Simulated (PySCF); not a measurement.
formate (CHO2), SMILES O=C[O-], charge -1. Atoms are numbered in the order given.

```xyz
4

O      0.0000     1.1310    -0.2084
C      0.0000     0.0000     0.3136
O      0.0000    -1.1310    -0.2084
H      0.0000     0.0000     1.4521
```
Charge -1, spin multiplicity 1.

Geometry: PBE0-D3(BJ)/def2-TZVPD.

Two levels are set side by side: PBE/pcJ-1 (PySCF) and PBE0/pcJ-1 (PySCF). One-bond couplings, all four terms, same geometry. Isotopes: 13C, 17O, 1H. Differences are taken from unrounded values.

| quantity | PBE0 | PBE | PBE minus PBE0 |
|---|---|---|---|
| ¹J(C2,H4) (Hz) | 143.0 | 136.6 | -6.4 |

Rough cost on one machine, each run with all the roots and properties that it gave: PBE0 against PBE about 2 times.
